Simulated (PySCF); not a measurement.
C$_{3}$H$_{9}$InO$_{2}$ (SMILES C[CH](C)[In]([OH])[OH]), singlet, at a GFN2-xTB geometry (such geometries of metal compounds can be far from the true shape) (core potentials on In). Base run: DF-PBE/def2-SVPD in PySCF.

PySCF was given this input:
```python
from pyscf import gto, scf, dft

mol = gto.Mole()
mol.atom = '''
    In    0.065748    0.068148    0.491606
    O    -0.486269   -1.277157    1.841856
    H    -0.464729   -0.968182    2.746338
    O     0.384345    1.841651    1.321910
    H     0.289478    1.867541    2.272774
    C     0.332698   -0.343103   -1.730919
    C    -0.070668    0.895158   -2.498486
    C    -0.456035   -1.580223   -2.092799
    H     1.404113   -0.523892   -1.828371
    H     0.164712    0.768234   -3.557486
    H    -1.140953    1.080629   -2.404688
    H     0.465680    1.768448   -2.127892
    H    -0.177262   -2.416677   -1.452330
    H    -0.256962   -1.856979   -3.130502
    H    -1.526326   -1.405321   -1.983425
'''
mol.basis = 'def2-svpd'
mol.ecp = {'In': 'def2-svpd'}
mol.charge = 0
mol.spin = 0
mol.verbose = 4
mol.max_memory = 1800
mol.build()

mf = dft.RKS(mol)
mf.xc = 'pbe'
mf = mf.density_fit(auxbasis='def2-universal-jkfit')
mf.kernel()
```

All variants below ran on the same shared machine, one core each. Differences are taken from the largest basis of the diffuse def2 family in the series, which isn't the basis-set limit (def2-TZVPPD: -460.140771 Eh). The cheapest run took around 50 core-seconds (rough).

```
setting      basis functions  cost, times the cheapest (rough)  difference in total energy (mEh)
-----------  ---------------  --------------------------------  --------------------------------
def2-SVPD                210                                 1                            310.31
def2-TZVPD               328                                 2                              4.74
def2-TZVPPD              400                                 3                         reference
```

Times come from a shared machine, hold the start-up and are rough. Total energies converge more slowly with the basis than energy differences do.
